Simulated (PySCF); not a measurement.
CH$_{6}$AlB, CH$_{7}$Al$_{2}$B, C$_{2}$H$_{8}$AlB, CH$_{7}$AlBN and others (calculated)

Calculation on a computer-drawn molecule: the log of a Hartree-Fock and frozen-core CCSD(T) single point meant for a local Hartree-Fock minimum, with one planted fault or none, to be diagnosed. Offsets are logged minus clean, where the clean run is the same molecule without the fault. The reference is restricted for singlets and unrestricted otherwise, and also for a bond in bohr or an excited solution. Adding or removing an electron swaps singlet and doublet. The excited solution moves the top pair (singlet) or top alpha electron (doublet) to the lowest empty orbital. Highest occupied and lowest empty are orbital energies over both spins, largest force is the largest gradient component, triples share is (T) over the correlation energy, the T1 limit is 0.02 restricted and 0.045 unrestricted, electrons count all cores, a negative frequency is imaginary (commonest isotopes), and the dipole is about the centre of nuclear charge. Program: PySCF 2.14.0.

Common to all runs: meant charge 0; logged SCF converged yes; possible faults no fault, one electron removed, one electron added, multiplicity raised by two, geometry at a saddle point, SCF held on an excited solution, minimal basis STO-3G, one bond length entered in bohr, all coordinates scaled.

(1) CH$_{6}$AlB

Logged structure:
```xyz
9
CH6AlB
B     -0.2404     1.2341     1.0335
C      1.1551     1.7327     0.6172
Al     2.2292     0.2316    -0.1162
H     -1.1488     1.2008     0.2430
H     -0.4389     0.7989     2.1392
H      1.1367     2.4553    -0.2068
H      1.7616     2.0999     1.4525
H      2.1699    -0.1020    -1.6595
H      3.1932    -0.5856     0.8321
```

* meant multiplicity: 1
* meant basis: cc-pV(D+d)Z
* logged electrons: 31
* logged basis functions: 81
* logged spin squared: 0.7656
* logged highest occupied: 0.1853 eV
* logged lowest empty: 6.9316 eV
* logged largest force: 0.022822 hartree/bohr
* logged T1 diagnostic: 0.02382
* logged D1 diagnostic: 0.12001
* logged triples share: 0.029072
* logged CC converged: yes
* logged dipole magnitude: 3.6418 debye
* logged SCF stable within its kind: yes
* logged energy HF: -307.92268 hartree
* logged energy CCSD(T): -308.29969 hartree
* planted fault: one electron added
* HF energy offset from clean run: 14 kcal/mol
* CCSD(T) energy offset from clean run: 0.8051 kcal/mol

Drawn bonds:
| atom | other atom | order |
| --- | --- | --- |
| 1 | 2 | 1 |
| 2 | 3 | 1 |
| 1 | 4 | 1 |
| 1 | 5 | 1 |
| 2 | 6 | 1 |
| 2 | 7 | 1 |
| 3 | 8 | 1 |
| 3 | 9 | 1 |

Notes: highest electron not bound in this basis.

(2) CH$_{7}$Al$_{2}$B

Logged structure:
```xyz
11
CH7Al2B
B     -1.2425    -0.3256    -0.4960
C     -0.2441    -0.2576    -1.4784
Al     1.2215     0.6200    -0.8187
Al     2.3343    -0.0557     1.1977
H     -1.1885    -1.0739     0.3129
H     -2.0639     0.4068    -0.4607
H      0.1801    -1.1492    -1.6732
H     -0.4931     0.2060    -2.3267
H      1.7187     1.7085    -1.6433
H      2.0719     0.5900     2.4720
H      3.3150    -1.1276     1.2140
```

- meant multiplicity: 1
- meant basis: cc-pV(D+d)Z
- logged electrons: 44
- logged basis functions: 109
- logged spin squared: 0
- logged highest occupied: -9.2547 eV
- logged lowest empty: 0.80785 eV
- logged largest force: 0.072636 hartree/bohr
- logged T1 diagnostic: 0.012033
- logged D1 diagnostic: 0.034761
- logged triples share: 0.024754
- logged CC converged: yes
- logged dipole magnitude: 1.1651 debye
- logged SCF stable within its kind: yes
- logged energy HF: -550.36335 hartree
- logged energy CCSD(T): -550.79221 hartree
- planted fault: all coordinates scaled, by -8.6 %
- HF energy offset from clean run: 45.59 kcal/mol
- CCSD(T) energy offset from clean run: 47.66 kcal/mol

Drawn bonds:
| atom | other atom | order |
| --- | --- | --- |
| 1 | 2 | 1 |
| 2 | 3 | 1 |
| 3 | 4 | 1 |
| 1 | 5 | 1 |
| 1 | 6 | 1 |
| 2 | 7 | 1 |
| 2 | 8 | 1 |
| 3 | 9 | 1 |
| 4 | 10 | 1 |
| 4 | 11 | 1 |

(3) C$_{2}$H$_{8}$AlB

Logged structure:
```xyz
12
C2H8AlB
B     -2.0499     0.3767    -0.4997
C     -0.5552     0.4882    -0.1626
Al     0.5221    -0.4021    -1.5817
C      1.0931     0.5520    -3.1989
H     -2.5913     1.1942    -1.2010
H     -2.7013    -0.5692    -0.1344
H     -0.1750     1.5166    -0.1723
H     -0.2617    -0.0343     0.7539
H      0.9801    -1.9014    -1.3513
H      2.1862     0.6439    -3.2277
H      0.6727     1.5586    -3.2826
H      0.8098    -0.0064    -4.0996
```

* meant multiplicity: 1
* meant basis: cc-pV(D+d)Z
* logged electrons: 38
* logged basis functions: 105
* logged spin squared: 0
* logged highest occupied: -4.0421 eV
* logged lowest empty: -5.2164 eV
* logged largest force: 0.1424 hartree/bohr
* logged CC converged: no
* logged dipole magnitude: 4.1291 debye
* logged SCF stable within its kind: no
* logged energy HF: -346.495 hartree
* planted fault: SCF held on an excited solution
* HF energy offset from clean run: 313.4 kcal/mol

Drawn bonds:
| atom | other atom | order |
| --- | --- | --- |
| 1 | 2 | 1 |
| 2 | 3 | 1 |
| 3 | 4 | 1 |
| 1 | 5 | 1 |
| 1 | 6 | 1 |
| 2 | 7 | 1 |
| 2 | 8 | 1 |
| 3 | 9 | 1 |
| 4 | 10 | 1 |
| 4 | 11 | 1 |
| 4 | 12 | 1 |

Notes: CCSD not converged.

(4) C$_{2}$H$_{8}$AlB

Structure as in entry 3.

* meant multiplicity: 1
* meant basis: cc-pV(D+d)Z
* logged electrons: 38
* logged basis functions: 105
* logged spin squared: 0
* logged highest occupied: -10.758 eV
* logged lowest empty: 1.4093 eV
* logged largest force: 2.211e-05 hartree/bohr
* logged lowest frequency: 24.891 cm⁻¹
* logged T1 diagnostic: 0.01107
* logged D1 diagnostic: 0.036112
* logged triples share: 0.027129
* logged CC converged: yes
* logged dipole magnitude: 1.2015 debye
* logged SCF stable within its kind: yes
* logged energy HF: -346.99439 hartree
* logged energy CCSD(T): -347.51186 hartree
* planted fault: no fault
* HF energy offset from clean run: 0 kcal/mol
* CCSD(T) energy offset from clean run: 0 kcal/mol

Drawn bonds:
| atom | other atom | order |
| --- | --- | --- |
| 1 | 2 | 1 |
| 2 | 3 | 1 |
| 3 | 4 | 1 |
| 1 | 5 | 1 |
| 1 | 6 | 1 |
| 2 | 7 | 1 |
| 2 | 8 | 1 |
| 3 | 9 | 1 |
| 4 | 10 | 1 |
| 4 | 11 | 1 |
| 4 | 12 | 1 |

(5) CH$_{7}$AlBN

Logged structure:
```xyz
11
CH7AlBN
B     -2.3436     1.4722     0.7547
C     -1.6375     0.6119    -0.3034
Al     0.3210     0.6706     0.0257
N      0.9610     0.3570     1.6381
H     -2.5652     2.6409     0.5594
H     -2.6301     1.0197     1.8347
H     -1.8513    -0.4623    -0.2253
H     -1.7563     0.9480    -1.3375
H      1.3471     0.9446    -1.1417
H      0.4165     0.1729     2.4603
H      1.9364     0.3286     1.8708
```

* meant multiplicity: 1
* meant basis: cc-pV(D+d)Z
* logged electrons: 38
* logged basis functions: 100
* logged spin squared: 2.0169
* logged highest occupied: -5.1565 eV
* logged lowest empty: -1.6322 eV
* logged largest force: 0.073577 hartree/bohr
* logged T1 diagnostic: 0.026837
* logged D1 diagnostic: 0.13247
* logged triples share: 0.027075
* logged CC converged: yes
* logged dipole magnitude: 5.0807 debye
* logged SCF stable within its kind: yes
* logged energy HF: -362.84401 hartree
* logged energy CCSD(T): -363.36754 hartree
* planted fault: multiplicity raised by two
* HF energy offset from clean run: 118.9 kcal/mol
* CCSD(T) energy offset from clean run: 125.8 kcal/mol

Drawn bonds:
| atom | other atom | order |
| --- | --- | --- |
| 1 | 2 | 1 |
| 2 | 3 | 1 |
| 3 | 4 | 1 |
| 1 | 5 | 1 |
| 1 | 6 | 1 |
| 2 | 7 | 1 |
| 2 | 8 | 1 |
| 3 | 9 | 1 |
| 4 | 10 | 1 |
| 4 | 11 | 1 |

(6) CH$_{7}$AlBN

Logged structure:
```xyz
11
CH7AlBN
B     -1.0427    -0.7921    -0.3588
C     -0.3646     0.5376    -0.0524
N     -1.1725     1.7282     0.1929
Al     0.9497     0.7093    -1.5747
H     -0.4124    -1.8156    -0.2892
H     -2.1811    -0.8374    -0.7552
H      0.3942     0.4045     0.7401
H     -2.1005     1.6057    -0.1723
H     -0.8024     2.5584    -0.2359
H      0.8104     1.9908    -2.4923
H      2.1668    -0.2835    -1.7311
```

* meant multiplicity: 1
* meant basis: cc-pV(D+d)Z
* logged electrons: 38
* logged basis functions: 100
* logged spin squared: 0
* logged highest occupied: -9.3996 eV
* logged lowest empty: 0.91211 eV
* logged largest force: 1.962e-05 hartree/bohr
* logged lowest frequency: 106.57 cm⁻¹
* logged T1 diagnostic: 0.014889
* logged D1 diagnostic: 0.057408
* logged triples share: 0.028161
* logged CC converged: yes
* logged dipole magnitude: 1.1836 debye
* logged SCF stable within its kind: yes
* logged energy HF: -362.95834 hartree
* logged energy CCSD(T): -363.4964 hartree
* planted fault: no fault
* HF energy offset from clean run: 0 kcal/mol
* CCSD(T) energy offset from clean run: 0 kcal/mol

Drawn bonds:
| atom | other atom | order |
| --- | --- | --- |
| 1 | 2 | 1 |
| 2 | 3 | 1 |
| 2 | 4 | 1 |
| 1 | 5 | 1 |
| 1 | 6 | 1 |
| 2 | 7 | 1 |
| 3 | 8 | 1 |
| 3 | 9 | 1 |
| 4 | 10 | 1 |
| 4 | 11 | 1 |

(7) CH$_{5}$B$_{2}$

Logged structure:
```xyz
8
CH5B2
B      0.5204     0.6139     0.4700
C     -0.2693    -0.5247     1.1702
B     -1.2106    -1.5187     0.4381
H      0.0751     1.1405    -0.5134
H      1.5874     0.9722     0.8903
H     -0.0962    -0.6814     2.2350
H     -1.8163    -1.1685    -0.5382
H     -1.3345    -2.6490     0.8261
```

* meant multiplicity: 2
* meant basis: cc-pVDZ
* logged electrons: 21
* logged basis functions: 67
* logged spin squared: 3.7756
* logged highest occupied: -6.037 eV
* logged lowest empty: -2.6442 eV
* logged largest force: 0.092139 hartree/bohr
* logged T1 diagnostic: 0.099831
* logged D1 diagnostic: 0.46198
* logged triples share: 0.038585
* logged CC converged: yes
* logged dipole magnitude: 2.5972 debye
* logged SCF stable within its kind: yes
* logged energy HF: -89.86115 hartree
* logged energy CCSD(T): -90.20907 hartree
* planted fault: withheld

Drawn bonds:
| atom | other atom | order |
| --- | --- | --- |
| 1 | 2 | 1 |
| 2 | 3 | 1 |
| 1 | 4 | 1 |
| 1 | 5 | 1 |
| 2 | 6 | 1 |
| 3 | 7 | 1 |
| 3 | 8 | 1 |

Notes: T1 above single-reference limit.

(8) CH$_{3}$B$_{2}$O

Logged structure:
```xyz
7
CH3B2O
B     -1.1253     1.5882     0.8988
C     -0.5245     0.6639    -0.2050
B     -1.3541    -0.1947    -1.1584
O     -1.9961    -0.8652    -1.9031
H     -2.3115     1.6591     1.0428
H     -0.3962     2.2264     1.6015
H      0.5528     0.6026    -0.3317
```

* meant multiplicity: 2
* meant basis: cc-pVDZ
* logged electrons: 28
* logged basis functions: 71
* logged spin squared: 0
* logged highest occupied: -2.7308 eV
* logged lowest empty: 8.5258 eV
* logged largest force: 0.05061 hartree/bohr
* logged T1 diagnostic: 0.019497
* logged D1 diagnostic: 0.061779
* logged triples share: 0.034745
* logged CC converged: yes
* logged dipole magnitude: 1.1719 debye
* logged SCF stable within its kind: yes
* logged energy HF: -163.91632 hartree
* logged energy CCSD(T): -164.45332 hartree
* planted fault: withheld

Drawn bonds:
| atom | other atom | order |
| --- | --- | --- |
| 1 | 2 | 1 |
| 2 | 3 | 1 |
| 3 | 4 | 2 |
| 1 | 5 | 1 |
| 1 | 6 | 1 |
| 2 | 7 | 1 |

To be estimated
1. CH$_{5}$B$_{2}$ (entry 7): planted fault?
2. Which fault was planted in the run of CH$_{3}$B$_{2}$O (entry 8)?

Calculated values
1. multiplicity raised by two
2. one electron added

Further results for CH$_{5}$B$_{2}$ (entry 7):

- HF energy offset from clean run: 140.2 kcal/mol
- CCSD(T) energy offset from clean run: 131.5 kcal/mol

Further results for CH$_{3}$B$_{2}$O (entry 8):

- HF energy offset from clean run: -29.79 kcal/mol
- CCSD(T) energy offset from clean run: -56.44 kcal/mol
